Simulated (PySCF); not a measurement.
SMILES O(C(=O)OC)C, CAM-B3LYP/def2-SVP optimised geometry.

```
12

C     -2.20     1.10     0.00
O     -0.79     0.93     0.00
C     -0.37    -0.32     0.00
O     -1.07    -1.30     0.00
O      0.96    -0.32     0.00
C      1.57    -1.60     0.00
H     -2.65     0.64     0.90
H     -2.39     2.18     0.00
H     -2.65     0.63    -0.89
H      2.65    -1.43     0.01
H      1.29    -2.17    -0.89
H      1.27    -2.18     0.89
```

Density from CAM-B3LYP/def2-TZVP run with PySCF 2.14.0 at that geometry.

Minimum of the electron density along straight lines between bonded atoms, close to the bond critical point (lines longer than 1.1 times the sum of covalent radii, or with two minima, are not listed):

```json
[
 {"bond": "C1–O2", "length / Å": "1.418", "ρ at the minimum / e bohr⁻³": "0.251", "∇²ρ there / e bohr⁻⁵": "-0.46", "position (fraction from the first atom)": "0.35"},
 {"bond": "O2–C3", "length / Å": "1.328", "ρ at the minimum / e bohr⁻³": "0.330", "∇²ρ there / e bohr⁻⁵": "-0.87", "position (fraction from the first atom)": "0.65"},
 {"bond": "C3–O4", "length / Å": "1.202", "ρ at the minimum / e bohr⁻³": "[?]", "∇²ρ there / e bohr⁻⁵": "[?]", "position (fraction from the first atom)": "0.34"},
 {"bond": "C3–O5", "length / Å": "1.328", "ρ at the minimum / e bohr⁻³": "0.330", "∇²ρ there / e bohr⁻⁵": "-0.87", "position (fraction from the first atom)": "0.35"},
 {"bond": "O5–C6", "length / Å": "1.418", "ρ at the minimum / e bohr⁻³": "0.251", "∇²ρ there / e bohr⁻⁵": "-0.46", "position (fraction from the first atom)": "0.65"},
 {"bond": "C1–H7", "length / Å": "1.100", "ρ at the minimum / e bohr⁻³": "0.282", "∇²ρ there / e bohr⁻⁵": "-1.00", "position (fraction from the first atom)": "0.65"},
 {"bond": "C1–H8", "length / Å": "1.096", "ρ at the minimum / e bohr⁻³": "0.284", "∇²ρ there / e bohr⁻⁵": "-1.02", "position (fraction from the first atom)": "0.65"},
 {"bond": "C1–H9", "length / Å": "1.099", "ρ at the minimum / e bohr⁻³": "0.282", "∇²ρ there / e bohr⁻⁵": "-1.00", "position (fraction from the first atom)": "0.65"},
 {"bond": "C6–H10", "length / Å": "1.096", "ρ at the minimum / e bohr⁻³": "0.284", "∇²ρ there / e bohr⁻⁵": "-1.02", "position (fraction from the first atom)": "0.65"},
 {"bond": "C6–H11", "length / Å": "1.100", "ρ at the minimum / e bohr⁻³": "0.282", "∇²ρ there / e bohr⁻⁵": "-1.00", "position (fraction from the first atom)": "0.65"},
 {"bond": "C6–H12", "length / Å": "1.099", "ρ at the minimum / e bohr⁻³": "0.282", "∇²ρ there / e bohr⁻⁵": "-1.00", "position (fraction from the first atom)": "0.65"}
]
```

Q: What belongs in the gaps?

A: 
- C3–O4, ρ at the minimum / e bohr⁻³: 0.441
- C3–O4, ∇²ρ there / e bohr⁻⁵: -0.41
